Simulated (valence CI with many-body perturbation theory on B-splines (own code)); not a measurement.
## Hyperfine factors and g values of Hf⁵⁰⁺

Level of theory: configuration interaction combined with many-body perturbation theory (CI+MBPT): four valence electrons over a frozen Dirac-Fock core [Ar], radial functions for each j: 7 s, 7 p, 8 d, 6 f, 4 g, 1 h, with the one-electron correlation potential Σ1, the two-electron term Σ2, the three-electron term Σ3, Breit, model QED; selected CI, second order for the rest, scaled by the run's own slope (own B-spline code, finite nucleus).

No measured spectrum was set against this ion. As an estimate, large intervals hold to a few tenths of a per cent, small ones and those within an open d or f shell to about a per cent. Excitations out of the core, of the other parity, are not computed and may begin above about 232 eV (a cautious bound); beyond it only levels of the ground parity were kept, without lifetimes. Only levels of the ground parity were solved; by the run's estimate the other parity begins above the list, which can be wrong where configurations are misplaced.

A/g_I is the dipole constant over the nuclear g factor μ/I (μ in nuclear magnetons, uniformly magnetised nucleus), B/Q the quadrupole constant per barn. Both hold the static response of the core; the bare values leave it out. Large factors of s and p1/2 electrons are usually good to 5 to 10 %; those of open d and f shells near neutrality can be off by tens of per cent, and small factors of p3/2, d and f electrons come from cancelling terms and can be off by a factor of two or in sign, in half-filled shells by more. B is blank for J = 1/2, where it vanishes, and for nearly pure S terms. Energies count from the lowest level. Levels with J = 0 are left out.

Levels are named by their leading jj configuration (3d3/2^4 stands for four electrons in 3d with j = 3/2), which in mixed levels can hold well under half, so a name can repeat and another be missing. Letters in brackets count levels of one name in rising energy.

```
                    Level  E (eV)      g  A/g_I (MHz)  A/g_I bare  B/Q (MHz/b)  B/Q bare
      (3d3/2^3 3d5/2) J=1   55.44  1.490        -6050       -4610        17400     17600
      (3d3/2^3 3d5/2) J=4   67.03  1.063        57100       57400         6150      6070
      (3d3/2^3 3d5/2) J=2   69.73  1.204        38100       38700        50000     50500
      (3d3/2^3 3d5/2) J=3   73.09  1.120        51100       51500        40000     40400
(3d3/2^2 3d5/2^2) J=2 [a]  120.09  1.264        16800       17600        30900     31300
(3d3/2^2 3d5/2^2) J=4 [a]  122.05  1.141        45800       46300       -21300    -21600
(3d3/2^2 3d5/2^2) J=3 [a]  124.01  1.171        37200       37800         7740      7810
    (3d3/2^2 3d5/2^2) J=5  127.67  1.078        51900       52200        46600     47100
    (3d3/2^2 3d5/2^2) J=6  130.44  1.068        55200       55500        58300     58900
    (3d3/2^2 3d5/2^2) J=1  132.44  1.076        60700       61000         7670      7730
(3d3/2^2 3d5/2^2) J=3 [b]  135.69  1.067        59000       59300        12200     12300
(3d3/2^2 3d5/2^2) J=4 [b]  135.95  1.027        59200       59400       -15700    -15800
(3d3/2^2 3d5/2^2) J=2 [b]  137.78  1.079        53400       53700        23200     23400
(3d3/2^2 3d5/2^2) J=2 [c]  149.93  0.972        72400       72500        -6360     -6460
(3d3/2^2 3d5/2^2) J=4 [c]  155.07  1.182        40300       40900        89400     90400
(3d3/2^2 3d5/2^2) J=2 [d]  167.07  1.132        50600       51100       -28800    -29000
  (3d3/2 3d5/2^3) J=4 [a]  186.38  1.158        38100       38600       -47900    -48500
  (3d3/2 3d5/2^3) J=3 [a]  187.67  1.188        29900       30500         3180      3270
  (3d3/2 3d5/2^3) J=1 [a]  192.63  0.990        50800       50900        24100     24300
      (3d3/2 3d5/2^3) J=5  193.32  1.134        45000       45500       -31800    -32200
      (3d3/2 3d5/2^3) J=6  193.94  1.077        51200       51500        64700     65500
  (3d3/2 3d5/2^3) J=2 [a]  201.47  1.059        57500       57700        44800     45200
  (3d3/2 3d5/2^3) J=3 [b]  203.40  1.086        50500       50900        12700     13000
  (3d3/2 3d5/2^3) J=3 [c]  217.90  1.054        55800       56000        73100     73900
  (3d3/2 3d5/2^3) J=1 [b]  218.41  1.402        12000       13200       -37200    -37500
  (3d3/2 3d5/2^3) J=4 [b]  218.62  1.045        56300       56500        64400     65200
  (3d3/2 3d5/2^3) J=2 [b]  222.68  1.107        49500       49900       -91600    -92600
            (3d5/2^4) J=4  259.24  1.158        37500       38100       -62300    -63000
            (3d5/2^4) J=2  269.51  1.097        39600       40000        43100     43600
```

Take the isotope of mass number 179, with I = 9/2, μ = -0.6389 μN and Q = 3.79 b. What is the hyperfine structure of (3d3/2^2 3d5/2^2) J=2 [a]?

From the table A = -2380 MHz, B = 117000 MHz. Shifts from the centre of gravity in MHz: F = 5/2: 79800, F = 7/2: 20300, F = 9/2: -27000, F = 11/2: -40100, F = 13/2: 7830.
